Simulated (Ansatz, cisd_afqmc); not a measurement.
Species: GaH, charge 0, singlet. GaH (SMILES [GaH]).
B3LYP-D3(BJ)/def2-TZVP minimum from Ansatz (a program for electronic structure):
```xyz
2

Ga     0.0000     0.0000    -0.0528
H      0.0000     0.0000     1.6363
```

Total energies in cc-pVTZ, 4 correlated electrons, 14 frozen orbitals. Radicals and triplets start from unrestricted determinants; spin-orbit coupling is neglected. Correlated methods leave the cores frozen (noble-gas shells, and filled d and f shells in the p block). No relativity. AFQMC/CISD: phaseless, guided by CISD from CCSD amplitudes; bars are statistical, one sigma. Outlying blocks are dropped, and bars are widened where a walk drifts. Over all cases where full CI ran beside it in this data, AFQMC minus full CI had a median of +0.1 mEh and passed +0.4 mEh in a tenth of the cases.

```csv
method,program,energy (Eh),error against FCI (mEh)
HF,Ansatz,-1923.83746,79.61
MP2,Ansatz,-1923.89675,20.32
CCSD,Ansatz,-1923.91546,1.61
CCSD(T),Ansatz,-1923.91671,0.36
CCSDT(Q),Ansatz,-1923.91706,0.01
CCSDTQ,Ansatz,-1923.91707,0.00
AFQMC/CISD,cisd_afqmc,-1923.9169 ± 0.0001,0.1 ± 0.1
FCI,Ansatz,-1923.91707,0.00
```

Rough core times of Ansatz's runs on a shared machine: CCSD(T) under 20 s, CCSDT(Q) under 20 s, CCSDTQ 20 s, FCI under 20 s.
